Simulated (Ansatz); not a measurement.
Gas-phase electronic energies from Ansatz, PBE0-D4/def2-TZVP geometries. CCSD(T)/CBS adds triple-zeta CCSD(T) − MP2 to the extrapolated MP2 energy (def2 sets, frozen cores). This one scheme is used for every species. Functionals use def2-TZVPP. HSE06 is defined as in plane-wave codes. One conformer a species, not always the lowest.

Reaction (ligand exchange at the Si–N bond): `F[SiH2]N[SiH3]` + `BN` → `BN[SiH2]F` + `N[SiH3]`

```
        level  ΔE (kJ/mol)
      PBE0-D4         25.4
     HSE06-D4         25.4
       revPBE         24.1
HF/def2-QZVPP         19.6
```

Problem. What does CCSD(T)/CBS give? (An estimate is asked.)

Solution. The calculation gave: +23.5 kJ/mol. The listed levels differ from it by 1.9, 1.9, 0.6, -3.9 kJ/mol.

Problem. What do rigid-rotor, harmonic-oscillator terms from PBE0-D4/def2-TZVP frequencies (298.15 K, 1 bar) make of the CCSD(T)/CBS value? (Estimate.)

Solution. Ansatz gave: ΔZPE = -2.0 kJ/mol, ΔH = +21.5 kJ/mol, ΔS = 8 J/(mol·K), ΔG = +19.3 kJ/mol.

Largest T1 diagnostic among the species: 0.012.

At CCSD(T), def2-SVP lies +5.4 kJ/mol from the extrapolated value and def2-TZVPP +0.4 kJ/mol. Leaving LDA and LC-ωPBE aside and taking each functional with its dispersion term where it has one, the values, not all of them listed here, spread over 2.8 kJ/mol, from B2PLYP to PBE-D4. In def2-TZVPP, CCSD(T) changes the Hartree–Fock value by +4.4 kJ/mol (the triples alone add +0.7 kJ/mol) and MP2 by +4.2 kJ/mol.
